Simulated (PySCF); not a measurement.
**Radial density of Mg (magnesium, neutral)**

UHF, [Ne] 3d2, high-spin 3F determinant (an excited configuration). All numbers are calculated (PySCF 2.14, scalar relativity by spin-free X2C-1e, in x2c-TZVPPall with one added diffuse shell each of s, p, d type (6s5p4d, 41 functions)).

```tsv
r (bohr)	4πr²ρ (e/bohr)	4πr²(ρα − ρβ)
0.00244	0.08408	0.0000
0.00410	0.2263	0.0000
0.00689	0.5831	0.0000
0.0116	1.450	0.0000
0.0195	3.349	0.0000
0.0328	6.841	0.0000
0.0552	11.31	-0.0001
0.0928	13.30	-0.0002
0.156	9.815	-0.0005
0.263	7.489	-0.0015
0.442	10.82	-0.0021
0.743	8.348	0.0006
1.25	1.955	0.0095
2.10	0.1544	0.0679
3.53	0.2266	0.2266
5.94	0.2973	0.2973
10.00	0.1067	0.1067
16.8	0.004458	0.0045
```

Densities and radii are taken from the X2C orbitals without a picture-change correction, which distorts them close to the nucleus.

The outer electron is Rydberg-like, and this basis confines it to a smaller radius and binds it less than a complete one would.

Where is the radial spin density 4πr²(ρα − ρβ) most negative, and why is it negative at all?

Around r = 0.442 bohr, down to -0.0021 e/bohr: exchange with the open shell polarises the paired shells in an unrestricted calculation.
